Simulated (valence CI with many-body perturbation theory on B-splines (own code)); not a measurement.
Values are calculated unless marked as measured or tabulated.
## Tm⁵⁴⁺: magnetic and hyperfine properties of the levels

Level of theory: relativistic CI+MBPT: five valence electrons over a frozen Dirac-Fock core [Ne], a basis of 11 s, 11 p, 10 d, 8 f, 5 g, 2 h functions for each j, with the one-electron correlation potential Σ1 (screened to all orders), the two-electron term Σ2, the three-electron term Σ3, Breit, model QED; selected single and double excitations, second order for the rest, scaled by the run's own slope (own B-spline code, finite nucleus).

No measured spectrum was set against this ion. As an estimate, large intervals hold to a few tenths of a per cent, small ones and those within an open d or f shell to about a per cent. Among the levels kept, up to 3100 cm⁻¹ of a level comes from second order outside the variational space, and about a tenth of that is noise between levels of different J, which matters for small intervals.

A/g_I is the dipole constant over the nuclear g factor μ/I (μ in nuclear magnetons, uniformly magnetised nucleus), B/Q the quadrupole constant per barn. Both hold the static response of the core; the bare values leave it out. Large factors of s and p1/2 electrons are usually good to 5 to 10 %; those of open d and f shells near neutrality can be off by tens of per cent, and small factors of p3/2, d and f electrons come from cancelling terms and can be off by a factor of two or in sign, in half-filled shells by more. B is blank for J = 1/2, where it vanishes, and for nearly pure S terms. Energies count from the lowest level.

Levels are named by their leading jj configuration (3d3/2^4 stands for four electrons in 3d with j = 3/2), which in mixed levels can hold well under half, so a name can repeat and another be missing. Letters in brackets count levels of one name in rising energy.

| Level | E (× 10³ cm⁻¹) | g | A/g_I (MHz) | A/g_I bare | B/Q (MHz/b) | B/Q bare |
| --- | --- | --- | --- | --- | --- | --- |
| (3s^2 3p1/2^2 3p3/2) J=3/2 | 0.00 | 1.350 | 162000 | 161000 | 310000 | 306000 |
| (3s^2 3p1/2^2 3d3/2) J=3/2 | 1692.1 | 0.778 | 86600 | 88900 | 49600 | 51500 |
| (3s^2 3p1/2 3p3/2^2) J=3/2 | 1949.1 | 1.452 | -64000 | -59700 | 28900 | 28400 |
| (3s^2 3p1/2 3p3/2^2) J=5/2 | 2037.4 | 1.188 | 399000 | 393000 | -680 | -664 |
| (3s^2 3p1/2 3p3/2^2) J=1/2 | 2150.2 | 0.650 | 1330000 | 1300000 |  |  |
| (3s^2 3p1/2^2 3d5/2) J=5/2 | 2255.5 | 1.200 | 43100 | 45400 | 39000 | 41300 |
| (3s 3p1/2^2 3p3/2^2) J=5/2 | 3209.3 | 1.459 | 877000 | 862000 | 79200 | 78100 |
| (3s 3p1/2^2 3p3/2^2) J=3/2 | 3432.6 | 1.148 | -459000 | -444000 | -39600 | -39000 |
| (3s 3p1/2^2 3p3/2^2) J=1/2 | 3440.9 | 2.073 | 3570000 | 3490000 |  |  |
| (3s^2 3p1/2 3p3/2 3d3/2) J=5/2 [a] | 3624.6 | 0.956 | 299000 | 296000 | -35400 | -33700 |
| (3s^2 3p1/2 3p3/2 3d3/2) J=3/2 [a] | 3647.4 | 0.906 | 295000 | 292000 | -195000 | -193000 |
| (3s^2 3p1/2 3p3/2 3d3/2) J=1/2 [a] | 3647.4 | 0.208 | 491000 | 485000 |  |  |
| (3s^2 3p1/2 3p3/2 3d3/2) J=7/2 | 3715.5 | 1.029 | 296000 | 293000 | 333000 | 330000 |
| (3s^2 3p1/2 3p3/2 3d3/2) J=5/2 [b] | 3932.9 | 1.170 | 52300 | 54900 | 317000 | 314000 |
| (3s^2 3p1/2 3p3/2 3d3/2) J=1/2 [b] | 4003.0 | 1.667 | 916000 | 898000 |  |  |
| (3s^2 3p1/2 3p3/2 3d3/2) J=3/2 [b] | 4004.1 | 1.226 | -29200 | -24500 | 14200 | 13000 |
| (3s^2 3p1/2 3p3/2 3d5/2) J=7/2 [a] | 4098.9 | 1.303 | -53500 | -49300 | 350000 | 348000 |
| (3s^2 3p3/2^3) J=3/2 | 4113.0 | 1.301 | 170000 | 170000 | -338000 | -333000 |
| (3s^2 3p1/2 3p3/2 3d5/2) J=3/2 [a] | 4182.9 | 1.344 | -184000 | -176000 | -119000 | -117000 |
| (3s^2 3p1/2 3p3/2 3d5/2) J=9/2 | 4195.1 | 1.185 | 221000 | 219000 | 341000 | 339000 |
| (3s^2 3p1/2 3p3/2 3d5/2) J=5/2 [a] | 4211.3 | 1.124 | 289000 | 286000 | -231000 | -226000 |
| (3s^2 3p1/2 3p3/2 3d5/2) J=5/2 [b] | 4373.4 | 1.266 | -44000 | -40100 | 30900 | 31900 |
| (3s^2 3p1/2 3p3/2 3d5/2) J=7/2 [b] | 4375.6 | 1.118 | 252000 | 250000 | 10200 | 12000 |
| (3s^2 3p1/2 3p3/2 3d5/2) J=3/2 [b] | 4439.2 | 0.930 | 389000 | 384000 | 36300 | 36400 |
| (3s^2 3p1/2 3p3/2 3d5/2) J=1/2 | 4467.7 | 1.232 | -394000 | -382000 |  |  |
| (3s 3p1/2^2 3p3/2 3d3/2) J=5/2 [a] | 4864.7 | 1.268 | 688000 | 677000 | 94700 | 93000 |
| (3s 3p1/2^2 3p3/2 3d3/2) J=3/2 [a] | 4881.1 | 1.270 | 400000 | 395000 | 1280 | -48.8 |
| (3s 3p1/2^2 3p3/2 3d3/2) J=1/2 [a] | 4895.7 | 2.418 | 2100000 | 2060000 |  |  |
| (3s 3p1/2^2 3p3/2 3d3/2) J=7/2 | 4939.1 | 1.263 | 656000 | 647000 | 316000 | 314000 |
| (3s 3p1/2^2 3p3/2 3d3/2) J=3/2 [b] | 5075.8 | 1.002 | 320000 | 316000 | -169000 | -167000 |
| (3s 3p1/2^2 3p3/2 3d3/2) J=5/2 [b] | 5168.4 | 0.876 | -158000 | -151000 | 189000 | 189000 |
| (3s 3p1/2^2 3p3/2 3d3/2) J=1/2 [b] | 5198.9 | 0.558 | 655000 | 643000 |  |  |
| (3s 3p1/2 3p3/2^3) J=3/2 [a] | 5250.2 | 1.482 | 678000 | 667000 | -282000 | -279000 |
| (3s 3p1/2^2 3p3/2 3d5/2) J=9/2 | 5344.2 | 1.354 | 519000 | 512000 | 334000 | 332000 |
| (3s 3p1/2 3p3/2^3) J=5/2 | 5379.4 | 1.290 | 1050000 | 1030000 | -364000 | -359000 |
| (3s^2 3p1/2 3d3/2^2) J=5/2 | 5415.4 | 0.776 | 251000 | 249000 | 72800 | 72400 |
| (3s 3p1/2^2 3p3/2 3d5/2) J=5/2 [a] | 5465.2 | 1.380 | 758000 | 746000 | -169000 | -166000 |
| (3s 3p1/2^2 3p3/2 3d5/2) J=7/2 [a] | 5526.7 | 1.255 | 367000 | 362000 | 179000 | 179000 |
| (3s 3p1/2 3p3/2^3) J=1/2 | 5529.8 | 1.367 | -1050000 | -1020000 |  |  |
| (3s 3p1/2^2 3p3/2 3d5/2) J=3/2 [a] | 5538.1 | 1.138 | -363000 | -350000 | -160000 | -158000 |

**Question.** Take the isotope of mass number 169, with I = 1/2, μ = -0.231 μN. What is the hyperfine structure of (3s^2 3p1/2^2 3d5/2) J=5/2?

**Answer.** From the table A = -19900 MHz. Shifts from the centre of gravity in MHz: F = 2: 34800, F = 3: -24900.
